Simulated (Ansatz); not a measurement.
Reaction (redistribution): `O[SiH](F)NBS` + `C[SiH2]N` → `N[SiH2][SiH](O)F` + `CNBS`

Calculated with Ansatz (gas phase, PBE0-D4/def2-TZVP geometries, no zero-point term in ΔE). CCSD(T)/CBS is the MP2 limit (def2-TZVPP, def2-QZVPP) plus CCSD(T) − MP2 in def2-TZVPP, frozen cores. Functionals use def2-TZVPP. B3LYP here is the variant with VWN-RPA as its local correlation; programs differ in this. Each species was taken in one conformer, which may not be the lowest.

```
        level  ΔE (eV)
     B3LYP-D4     1.61
       B2PLYP     1.69
       r2SCAN     1.66
HF/def2-TZVPP     1.85
```

**Question.** What does CCSD(T)/CBS give? (Best estimate.)

**Answer.** Ansatz gave: +1.71 eV. The listed levels differ from it by -0.10, -0.02, -0.05, 0.14 eV.

Largest T1 diagnostic among the species: 0.012.

From PBE to PBE0 (25 % exact exchange), in def2-TZVPP and without D4, ΔE moves by +0.12 eV. In def2-TZVPP, CCSD(T) changes the Hartree–Fock value by −0.14 eV (the triples alone add −0.03 eV) and MP2 by −0.04 eV.
